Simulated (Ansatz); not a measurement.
C$_{2}$H$_{3}$AlO, SMILES `O=[C]1[CH2][AlH]1`. Total charge 0; spin multiplicity 1. Geometry: relaxed with PBE0-D4/def2-TZVP.

```xyz
7

O     0.919   -1.937   -0.626
C     0.345   -1.023   -0.118
C    -0.348    0.151   -0.663
Al    0.390    0.499    1.141
H    -1.329    0.238   -0.147
H    -0.432    0.343   -1.733
H     0.456    1.729    2.147
```

Task: What is the dipole moment at B3LYP/def2-TZVPP? (Estimate.)

Result: The calculation gave: 3.40 D, with components (-1.09, 2.88, 1.44) D in this frame, pointing from negative to positive charge.

Task: And with PBE, r2SCAN, ωB97M-V? (Estimate.)

Result: Ansatz gave: PBE 3.03 D, r2SCAN 3.24 D, ωB97M-V 3.61 D.

Task: Give the Mulliken charges with B3LYP, ωB97M-V, r2SCAN in def2-TZVPP. (Estimate.)

Result: Computed: 
```tsv
atom	B3LYP	ωB97M-V	r2SCAN
O1	-0.25	-0.27	-0.28
C2	0.02	0.02	0.01
C3	-0.19	-0.25	-0.17
Al4	0.28	0.29	0.36
H5	0.12	0.14	0.11
H6	0.09	0.10	0.06
H7	-0.06	-0.04	-0.09
```

B3LYP here is the variant with VWN-RPA as its local correlation; programs differ in this.
